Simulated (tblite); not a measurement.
Species: C₄H₁₃NOSi₂.
Numbering: `[SiH3:1][O:2][SiH2:3][NH:4][CH2:5][CH:6]1[CH2:7][CH2:8]1` (hydrogens: H9, H10, H11 on Si1; H12, H13 on Si3; H14 on N4; H15, H16 on C5; H17 on C6; H18, H19 on C7; H20, H21 on C8)

Computed geometry: GFN2-xTB, gas phase.

**Question.** List the bond lengths, angles and torsions at this level.

**Answer.** 
| bond | length (Å) |
| --- | --- |
| Si1–O2 | 1.611 |
| O2–Si3 | 1.620 |
| Si3–N4 | 1.708 |
| N4–C5 | 1.442 |
| C5–C6 | 1.512 |
| C6–C7, C6–C8 | 1.499 |
| C7–C8 | 1.498 |
| Si1–H9, Si1–H10, Si1–H11 | 1.462 |
| Si3–H12, Si3–H13 | 1.467 |
| N4–H14 | 1.009 |
| C5–H15, C5–H16 | 1.097 |
| C6–H17 | 1.083 |
| C7–H18, C8–H20 | 1.080 |
| C7–H19, C8–H21 | 1.079 |

Bonds in one row agree within 0.01 Å and their mean is given. A selection of angles:
| angle | degrees |
| --- | --- |
| Si1–O2–Si3 | 157.4 |
| O2–Si3–N4 | 104.3 |
| Si3–N4–C5 | 124.2 |
| N4–C5–C6 | 111.0 |
| C5–C6–C7 | 119.7 |
| C7–C6–C8 | 60.0 |
| C6–C7–C8 | 60.0 |
| H14–N4–Si3 | 119.4 |
| H14–N4–C5 | 112.4 |

Torsions: Si1–O2–Si3–N4 157° (antiperiplanar); O2–Si3–N4–C5 179° (antiperiplanar); Si3–N4–C5–C6 146° (anticlinal); N4–C5–C6–C7 89° (synclinal); C5–C6–C7–C8 110° (anticlinal); C5–C6–C8–C7 -109° (anticlinal). The mirror-image conformer, all signs reversed, is as good.

N4 (silicon-bound nitrogen) is almost planar (angles 124.2°, 119.4° and 112.4°, sum 356.0°, 0.15 Å off the plane of its three neighbours). Si1 (oxygen-bound silicon) is distorted tetrahedral (angles from 105.0° to 112.3°). Of the pairs four or more bonds apart, H16···H18 is among the closest relative to their van der Waals radii: 2.52 Å, 105 % of the sum of Bondi's values. Si3 (oxygen-bound silicon) is distorted tetrahedral (angles from 104.3° to 116.2°). All internal angles of the 3-membered ring C6–C7–C8 are 60.0°.

Point group: C1 (no symmetry element, even within 0.4 Å). Its lowest GFN2-xTB frequency is 12i cm⁻¹, too small to tell a flat minimum from a shallow saddle. One conformer, not necessarily the lowest.
